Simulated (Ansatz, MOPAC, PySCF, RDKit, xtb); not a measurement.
Dimer: SiH4 (SMILES [SiH4]) (first 5 atoms) with H2S (SMILES S); geometry from B3LYP-D3(BJ)/def2-TZVP, rigid monomers moved along the line of their centres of mass till Si1···S6 is 5.27 Å.
(charge 0, multiplicity 1):
```xyz
8

Si     0.030    -0.044    -0.287
H     -0.705     1.128     0.239
H     -0.110    -0.071    -1.764
H     -0.545    -1.286     0.272
H      1.462     0.059     0.063
S      0.247     0.109     4.978
H     -0.273     1.339     4.843
H     -0.957    -0.476     4.873
```

```json
[
 {"level": "MMFF94", "interaction energy (meV)": "-12.4", "minus CCSD(T)/CBS(aug-cc-pV(D+d)Z, aug-cc-pV(T+d)Z)": "2.1", "cost": "-"},
 {"level": "GFN-FF", "interaction energy (meV)": "-11.1", "minus CCSD(T)/CBS(aug-cc-pV(D+d)Z, aug-cc-pV(T+d)Z)": "3.4", "cost": "-"},
 {"level": "PM3", "interaction energy (meV)": "6.3", "minus CCSD(T)/CBS(aug-cc-pV(D+d)Z, aug-cc-pV(T+d)Z)": "20.9", "cost": "-"},
 {"level": "GFN1-xTB", "interaction energy (meV)": "-13.9", "minus CCSD(T)/CBS(aug-cc-pV(D+d)Z, aug-cc-pV(T+d)Z)": "0.6", "cost": "-"},
 {"level": "GFN2-xTB", "interaction energy (meV)": "-11.1", "minus CCSD(T)/CBS(aug-cc-pV(D+d)Z, aug-cc-pV(T+d)Z)": "3.4", "cost": "-"},
 {"level": "HF/6-31G*", "interaction energy (meV)": "-4.9", "minus CCSD(T)/CBS(aug-cc-pV(D+d)Z, aug-cc-pV(T+d)Z)": "9.6", "cost": "-"},
 {"level": "HF/6-31G* (no counterpoise)", "interaction energy (meV)": "-8.1", "minus CCSD(T)/CBS(aug-cc-pV(D+d)Z, aug-cc-pV(T+d)Z)": "6.5", "cost": "-"},
 {"level": "BP86/6-31G* (no counterpoise)", "interaction energy (meV)": "-1.4", "minus CCSD(T)/CBS(aug-cc-pV(D+d)Z, aug-cc-pV(T+d)Z)": "13.1", "cost": "-"},
 {"level": "r2SCAN/def2-TZVPPD", "interaction energy (meV)": "-8.4", "minus CCSD(T)/CBS(aug-cc-pV(D+d)Z, aug-cc-pV(T+d)Z)": "6.2", "cost": "×1"},
 {"level": "B3LYP/def2-TZVPPD", "interaction energy (meV)": "-0.2", "minus CCSD(T)/CBS(aug-cc-pV(D+d)Z, aug-cc-pV(T+d)Z)": "14.3", "cost": "×1"},
 {"level": "B3LYP-D4/def2-TZVPPD", "interaction energy (meV)": "-10.4", "minus CCSD(T)/CBS(aug-cc-pV(D+d)Z, aug-cc-pV(T+d)Z)": "4.2", "cost": "×1"},
 {"level": "PBE0/def2-TZVPPD", "interaction energy (meV)": "-7.6", "minus CCSD(T)/CBS(aug-cc-pV(D+d)Z, aug-cc-pV(T+d)Z)": "6.9", "cost": "×1"},
 {"level": "PBE0-D4/def2-TZVPPD", "interaction energy (meV)": "-16.2", "minus CCSD(T)/CBS(aug-cc-pV(D+d)Z, aug-cc-pV(T+d)Z)": "-1.7", "cost": "×1"},
 {"level": "wB97X-V/def2-TZVPPD", "interaction energy (meV)": "-14.4", "minus CCSD(T)/CBS(aug-cc-pV(D+d)Z, aug-cc-pV(T+d)Z)": "0.1", "cost": "×3"},
 {"level": "MP2/6-31G*", "interaction energy (meV)": "-7.8", "minus CCSD(T)/CBS(aug-cc-pV(D+d)Z, aug-cc-pV(T+d)Z)": "6.8", "cost": "-"},
 {"level": "MP2/aug-cc-pV(D+d)Z", "interaction energy (meV)": "-14.3", "minus CCSD(T)/CBS(aug-cc-pV(D+d)Z, aug-cc-pV(T+d)Z)": "0.2", "cost": "-"},
 {"level": "MP2/aug-cc-pV(T+d)Z", "interaction energy (meV)": "-14.6", "minus CCSD(T)/CBS(aug-cc-pV(D+d)Z, aug-cc-pV(T+d)Z)": "-0.1", "cost": "-"},
 {"level": "SCS-MP2/aug-cc-pV(D+d)Z", "interaction energy (meV)": "-12.1", "minus CCSD(T)/CBS(aug-cc-pV(D+d)Z, aug-cc-pV(T+d)Z)": "2.4", "cost": "-"},
 {"level": "CCSD(T)/aug-cc-pV(T+d)Z", "interaction energy (meV)": "-14.3", "minus CCSD(T)/CBS(aug-cc-pV(D+d)Z, aug-cc-pV(T+d)Z)": "0.2", "cost": "×300*"},
 {"level": "CCSD(T)/CBS(aug-cc-pV(D+d)Z, aug-cc-pV(T+d)Z)", "interaction energy (meV)": "-14.5", "minus CCSD(T)/CBS(aug-cc-pV(D+d)Z, aug-cc-pV(T+d)Z)": "0.0", "cost": "×300*"}
]
```

 The comparison column counts from a level with limits of its own.

The rows run from -16.2 (PBE0-D4/def2-TZVPPD) to 6.3 meV (PM3). From aug-cc-pV(D+d)Z to aug-cc-pV(T+d)Z MP2 changes by -0.3. The dispersion term adds -10.1 in B3LYP-D4, -8.6 in PBE0-D4. The 4 functionals in def2-TZVPPD without D3 or D4 span 14.2, from wB97X-V to B3LYP.

Interaction energies are E(AB) − E(A) − E(B) at the monomers' geometry in the complex; basis-set methods are counterpoise corrected. Rows marked so take none.

Correlated levels freeze the cores. CBS(a, b) extrapolates the correlation energy as X⁻³ and adds the Hartree–Fock energy of set b. Rows in 6-31G* carry no dispersion term and start afresh at each structure (6-31G* with six Cartesian d functions). MP2/6-31G* freezes PySCF's default core. The state that PM3 reach isn't checked.

Run with Ansatz (Gaussian basis) for Hartree–Fock, density functionals and correlated methods; MOPAC for PM3 (differences of heats of formation); PySCF for 6-31G* rows, the dispersion terms; RDKit for the force fields; xtb for the GFN methods. Each number belongs to the level named beside it.

Costs are rough ratios of core time to PBE/def2-TZVPPD (about 4 s over the structures, on one shared machine); a dash marks a level with no comparable run of its own. A star marks coupled-cluster runs past 200 virtual orbitals, where the program's memory plan changes under this machine's limit, so their costs aren't comparable with smaller runs.

Ansatz is a first-principles code.
